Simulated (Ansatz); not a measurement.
Basis sets compared for Hg3H12Se3. The state is a singlet with charge 0. Geometry PBE-D4/def2-SVP. Ansatz on 4 threads of AMD EPYC 9R45 on a shared host; times are rough, and most runs start from earlier orbitals.

```xyz
18

Hg   -3.7405    0.2185   -1.3230
Hg    0.7799   -1.7755    3.4651
Hg    2.9600    1.5543   -2.1469
Se   -0.4666    1.0613   -2.0753
Se    2.2407   -0.1201    0.7976
Se   -1.7761   -0.9199    1.2914
H    -3.5846   -1.2412   -2.1181
H    -3.9832    1.6827   -0.5589
H     0.9804   -3.2473    2.7030
H     0.5975   -0.3457    4.3071
H     3.1865    0.1099   -2.9528
H     2.8022    3.0344   -1.3911
H    -0.5460    0.5945   -3.4813
H    -0.7937    2.4492   -2.4849
H     3.3226   -1.1207    0.6263
H     3.1170    0.7289    1.6415
H    -2.4221   -2.2545    1.3441
H    -2.6740   -0.4090    2.3562
```

In the def2 sets Hg takes a core potential; there is no spin–orbit coupling. In the singlet geometry the species has come apart into loosely held pieces.

Binding counts from free atoms (Hg singlet, Se triplet, H doublet) in the same basis, without a counterpoise term.

| level | functions | energy (Eh) | HOMO (eV) | LUMO (eV) | binding per atom (eV) | wall time |
| --- | --- | --- | --- | --- | --- | --- |
| PBE-D4/def2-SVP | 252 | -7670.3304 | -6.21 | -1.47 | 1.82 | 1.7 s |
| PBE-D4/def2-TZVPD | 417 | -7671.2591 | -6.26 | -1.86 | 1.84 | 4.2 s |
| PBE0-D4/def2-SVP | 252 | -7670.4530 | -7.33 | -0.53 | 1.79 | 3.6 s |

Problem. Estimate the rows for PBE-D4/def2-TZVP, PBE0-D4/def2-TZVP.

Solution. 
```json
{"level": "PBE-D4/def2-TZVP", "functions": "345", "energy (Eh)": "-7671.2570", "HOMO (eV)": "-6.25", "LUMO (eV)": "-1.79", "binding per atom (eV)": "1.84", "wall time": "2.7 s"}
{"level": "PBE0-D4/def2-TZVP", "functions": "345", "energy (Eh)": "-7671.3789", "HOMO (eV)": "-7.33", "LUMO (eV)": "-0.90", "binding per atom (eV)": "1.82", "wall time": "7 s"}
```
